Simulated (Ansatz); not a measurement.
Computed with Ansatz on PBE0-D4/def2-TZVP structures; ΔE is electronic, products minus reactants. CBS: MP2 limit from def2 TZ/QZ plus the TZ coupled-cluster correction, frozen cores. Double bonds are as drawn, so ΔE can hold a change between cis and trans. Functionals use def2-TZVPP. B3LYP here is the variant with VWN-RPA as its local correlation; programs differ in this. For Ge outer-core shells are correlated without core-valence functions, which leaves a few kJ/mol of doubt a bond. Scalar relativity is left out up to krypton. One conformer a species, not always the lowest.

`[AlH2][CH2][CH2][GeH3]` + `F/C=C\S` → `F/C=C/[S][AlH2]` + `C[CH2][GeH3]`  (ligand exchange at the Al–C bond)

| level | ΔE (kJ/mol) | difference from CCSD(T)/CBS |
| --- | --- | --- |
| PBE-D4 | -122.0 | -0.9 |
| r2SCAN-D4 | -127.4 | -6.3 |
| PBE0-D4 | -125.6 | -4.5 |
| B3LYP-D4 | -112.7 | 8.4 |
| ωB97X-V | -120.6 | 0.5 |
| ωB97M-V | -122.4 | -1.3 |
| B2PLYP | -117.1 | 4.0 |
| PBE | -120.9 | 0.2 |
| r2SCAN | -127.4 | -6.3 |
| PBE0 | -124.8 | -3.7 |
| B3LYP | -110.8 | 10.3 |
| HF/def2-TZVPP | -114.1 | 7.0 |
| MP2/def2-TZVPP | -127.9 | -6.8 |
| SCS-MP2/def2-TZVPP | -121.9 | -0.8 |
| CCSD/def2-TZVPP | -117.5 | 3.6 |
| CCSD(T)/def2-TZVPP | -120.7 | 0.4 |
| HF/def2-QZVPP | -113.2 | 7.9 |
| MP2/def2-QZVPP | -127.8 | -6.7 |
| SCS-MP2/def2-QZVPP | -122.0 | -0.9 |
| HF/CBS(def2) | -113.1 | 8.0 |
| MP2/CBS(def2) | -128.3 | -7.2 |
| CCSD/CBS(def2) | -117.9 | 3.2 |
| CCSD(T)/CBS | -121.1 | 0 |

Largest T1 diagnostic among the species: 0.013.

From PBE to PBE0 (25 % exact exchange), in def2-TZVPP and without D4, ΔE moves by −3.9 kJ/mol. In def2-TZVPP, CCSD(T) changes the Hartree–Fock value by −6.7 kJ/mol (the triples alone add −3.2 kJ/mol) and MP2 by −13.9 kJ/mol.
